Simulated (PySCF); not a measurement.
Cr(OH) (CrHO), SMILES [OH][Cr] (connectivity only; charge and spin as stated), neutral, multiplicity 6.

The structure is a stationary point at PBE-D3(BJ)/def2-TZVP. The multiplicity is an assumed one; other spin states were not compared.

Calculation: M06-2X/def2-TZVPD (PySCF).

The molecule is in vacuum.

Computed frontier levels, dipole moment and polarisability:
```json
{
  "α spin, highest occupied and lowest empty level": "-6.33 and -0.87 eV",
  "β spin, highest occupied and lowest empty level": "-9.65 and -5.44 eV",
  "dipole_moment": "3.13 D",
  "quadrupole, principal values (traceless, Buckingham form, about the centre of nuclear charge)": "-4.08, -1.57, 5.65 D·Å",
  "mean_static_polarisability": "76.8 bohr³ (11.39 Å³)",
  "polarisability_principal_values": "66.1, 68.8, 95.6 bohr³",
  "⟨S²⟩": "8.754 (pure state 8.75)"
}
```
